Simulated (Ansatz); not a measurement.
Mg3Al3⁺. Total charge 1; singlet. Geometry PBE0-D4/def2-SVP; atoms count from 1.

```
atom    x (Å)    y (Å)    z (Å)
 Al1  -0.7141   1.3144  -0.3314
 Al2  -0.3573  -0.7654   1.2783
 Al3   1.0706  -0.5506  -0.9487
 Mg4  -2.2177   1.1368   1.9604
 Mg5   1.4785  -2.7210   0.6870
 Mg6   0.7400   1.5857  -2.6456
```

The restricted singlet is unstable towards broken spin symmetry in Hartree–Fock (as tested in another run); at PBE0-D4/def2-TZVP this wasn't settled. The structure comes from a short search, and lower isomers may exist.

Estimate the Mulliken populations from the PBE0/def2-TZVP orbitals of Ansatz.


```csv
atom,charge (e)
Al1,-0.04
Al2,-0.04
Al3,-0.04
Mg4,0.37
Mg5,0.37
Mg6,0.37
```
Mulliken values depend strongly on the basis.

And the Mayer bond orders between heavy atoms (over 0.3)?

Al1–Al2 0.54 (2.65 Å); Al1–Al3 0.54 (2.65 Å); Al1–Mg4 0.58 (2.75 Å); Al1–Mg6 0.58 (2.75 Å); Al2–Al3 0.54 (2.65 Å); Al2–Mg4 0.58 (2.75 Å); Al2–Mg5 0.58 (2.75 Å); Al3–Mg5 0.58 (2.75 Å); Al3–Mg6 0.58 (2.75 Å).
